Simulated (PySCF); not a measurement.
B3LYP has the VWN-RPA correlation part, as in Gaussian. 

Z-matrix (Å, degrees):
```
Nb
N 1 1.9614
H 2 1.0200 1 124.83
H 2 1.0200 3 109.67 1 167.85
N 1 1.9899 2 96.13 3 -96.57
H 5 1.0188 1 123.32 2 -0.70
H 5 1.0203 6 109.10 1 179.80
N 1 1.9970 2 114.86 3 171.09
H 8 1.0174 1 124.36 2 92.26
H 8 1.0184 9 111.01 1 -163.84
N 1 1.9972 2 115.30 3 -4.46
H 11 1.0174 1 124.37 2 -91.56
H 11 1.0184 12 111.01 1 164.23
Cl 1 2.4295 2 100.62 3 83.31
```
Charge 0, multiplicity 1.

What is the computed LUMO, dipole moment, total energy, HOMO–LUMO gap and charge on the central atom (Mulliken) (B3LYP-D3(BJ)/def2-TZVP // r2SCAN-D4/def2-SVP in PySCF 2.14.0)?


```
Property                                      Value
-------------------------------------  ------------
LUMO                                       -1.95 eV
dipole moment                                4.47 D
total energy                           -741.3698 Ha
HOMO–LUMO gap                               4.93 eV
charge on the central atom (Mulliken)        1.71 e
```
